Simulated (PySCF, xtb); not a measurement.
C2H6BFO2, SMILES C[C@@H](F)B(O)O.

Geometry: B3LYP-D3(BJ)/def2-SVP. The structure was generated by enumeration; whether it is a known compound was not checked. The values are those of a single conformer.

The numbers are results of C-PCM-M06-2X/def2-SVP run with PySCF, not measurements.

The values are the electrostatic part of the solvation free energy, E(continuum) − E(gas) at the gas-phase geometry, in a cavity of scaled van der Waals radii (PySCF's table); cavitation and dispersion terms are not included. In vacuum the orbital gap is 11.60 eV. The dipole moment in vacuum is 2.96 D.

Q: Estimate the values in water (ε = 78.36), acetone (ε = 20.49), benzene (ε = 2.27). (The exact figures need the calculation; the answer reports its results.)

A: 
| solvent | ε | ΔG(elec) (kcal/mol) | dipole (D) | gap (eV) |
|---|---|---|---|---|
| water | 78.36 | -9.2 | 3.64 | 11.92 |
| acetone | 20.49 | -8.8 | 3.61 | 11.91 |
| benzene | 2.27 | -4.9 | 3.31 | 11.81 |

For comparison, GFN2-xTB/ALPB(water) (xtb, at the GFN2-xTB geometry, all terms of that model) gives -9.4 kcal/mol.
